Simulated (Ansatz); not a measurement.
The cluster MoO₄H₂, relaxed as a singlet with RKS PBE-D4/def2-SVP in Ansatz, starting from the GFN1-xTB geometry. Force threshold 0.02 eV/Å.

In the def2 sets Mo takes a core potential; there is no spin–orbit coupling. The structure holds one bond between oxygen atoms, so isomers without such links may lie far lower. Another isomer (singlet) lies 0.55 eV lower at PBE0-D4/def2-TZVP; other spin states weren't run for this one.

Start:

```tsv
atom	x (Å)	y (Å)	z (Å)
Mo1	0.247	0.837	0.357
O2	-0.460	-0.727	-0.043
O3	-0.900	1.825	1.025
O4	-0.264	-1.676	-1.045
O5	1.161	1.475	-0.860
H6	-1.067	-2.229	-1.005
H7	1.283	0.496	1.571
```

Problem. Estimate the energy that the relaxation releases and the steps that it takes.

Solution. 12.9 kcal/mol, in 11 steps; 22 s on 2 threads of Arm Neoverse V1 on a shared host. No frequencies were taken in this run, so the end may be a saddle point.

Problem. Does the start keep its bonding and symmetry?

Solution. By distances, no bond broke or formed. The bond that changes most is Mo1–O2, from 1.76 to 1.91 Å (atoms count from 1).

Problem. Predict the relaxed structure.

Solution. 
Cartesian coordinates in Å:
```
Mo 0.219 0.787 0.380
O -0.661 -0.882 0.100
O -0.845 1.938 1.025
O -0.175 -1.715 -0.952
O 1.080 1.437 -0.927
H -1.016 -2.134 -1.241
H 1.398 0.568 1.615
```
Bond lengths: 3 × Mo–O 1.69 to 1.91 Å; 1 × O–O 1.43 Å; 1 × H–Mo 1.72 Å; 1 × H–O 0.98 Å.
